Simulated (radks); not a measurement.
Ca8+, configuration [Ne] 3s2. Calculated with a radial shooting solver on a logarithmic mesh with Libxc functionals: non-relativistic Kohn-Sham, r2SCAN, spin-polarised, spherical densities, point nucleus; meta-GGA in the generalised Kohn-Sham scheme.

Normalised radial functions P(r) = r R(r), r in bohr:

r	1s	2s	2p
0.003946	0.6374	0.1860	0.0038
0.005566	0.8704	0.2539	0.0074
0.007851	1.1730	0.3417	0.0144
0.01107	1.5515	0.4506	0.0278
0.01562	1.9989	0.5770	0.0529
0.02186	2.4707	0.7044	0.0974
0.03083	2.9165	0.8087	0.1775
0.04349	3.2029	0.8326	0.3127
0.06135	3.1798	0.6984	0.5253
0.08654	2.7420	0.3281	0.8272
0.1221	1.9425	-0.2979	1.1960
0.1722	1.0484	-1.0528	1.5416
0.241	0.4015	-1.6212	1.7043
0.3399	0.0900	-1.7054	1.5438
0.4794	0.0099	-1.2368	1.0667
0.6763	0.0004	-0.5781	0.5110
0.954	0.0000	-0.1561	0.1509
1.346	0.0000	-0.0203	0.0230
1.898	0.0000	-0.0009	0.0014
2.656	0.0000	0.0000	0.0000

1s: eigenvalue -4118.4 eV, 0 radial nodes, <r> = 0.0773 bohr, 90 % of the charge inside 0.138 bohr. 2s: eigenvalue -579.07 eV, 1 radial node at r = 0.105 bohr, <r> = 0.362 bohr, 90 % of the charge inside 0.562 bohr. 2p: eigenvalue -501.73 eV, 0 radial nodes, <r> = 0.324 bohr, 90 % of the charge inside 0.532 bohr.
